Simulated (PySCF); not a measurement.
**Working out the ionisation energy of Sn⁺**

Sn⁺ [Kr] 4d10 5s2 5p1 (2P) → Sn²⁺ [Kr] 4d10 5s2 (1S). Computed with PySCF 2.14 in aug-cc-pVDZ-PP with ECP28MDF (5s4p3d, 32 functions), with a scalar-relativistic core potential. Frozen: 4s2 4p6 4d10. Energies in hartree (1 hartree = 27.21139 eV):

```csv
part,Sn⁺ (lower),Sn²⁺ (upper)
UHF,-213.083444,-212.579230
CCSD correlation,-0.040071,-0.032676
(T),-0.000390,0.000000
```

Q: What does Hartree-Fock give?

A: (-212.579230) − (-213.083444) = 0.504214 hartree = 13.720 eV.

Q: What do CCSD and CCSD(T) give?

A: The CCSD correlation energies differ by 0.007395 hartree = 0.201 eV and the triples by 0.000390 hartree = 0.011 eV, so CCSD gives 13.921 eV and CCSD(T) 13.932 eV.

Measured between the centres of the two terms (NIST): 14.282 eV, so CCSD(T) (valence) is off by -0.350 eV.

A double-zeta basis recovers only part of the correlation energy.

What remains against the reference includes basis incompleteness, the frozen core and higher excitations.
